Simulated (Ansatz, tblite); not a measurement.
Forces on NbSeBr₃ at its PBE0-D4/def2-SVP geometry. Charge 0, multiplicity 1.

In the def2 sets Nb takes a core potential; there is no spin–orbit coupling. The xTB rows come from tblite. The restricted singlet is unstable towards broken spin symmetry in Hartree–Fock (as tested in another run); at PBE-D4/def2-TZVP this wasn't settled.

GFN1-xTB (tblite), largest force 0.84 eV/Å:

```xyz
5
positions Å, forces eV/Å
Nb    0.001    0.001    0.001    0.146    0.125    0.133
Se   -1.408   -1.201   -1.279   -0.527   -0.450   -0.479
Br    0.985    1.719   -1.380    0.295    0.539   -0.474
Br    1.696   -1.492    0.853    0.527   -0.509    0.255
Br   -1.273    0.974    1.806   -0.442    0.296    0.565
```

GFN2-xTB (tblite), largest force 1.03 eV/Å:

```
Nb 0.645 0.550 0.585
Se -0.576 -0.491 -0.523
Br -0.066 -0.130 0.131
Br -0.126 0.140 -0.057
Br 0.124 -0.068 -0.137
```

PBE-D4/def2-TZVP (Ansatz), largest force 0.66 eV/Å:

```
Nb 0.316 0.269 0.287
Se -0.412 -0.352 -0.374
Br 0.073 0.132 -0.113
Br 0.129 -0.122 0.063
Br -0.106 0.073 0.138
```
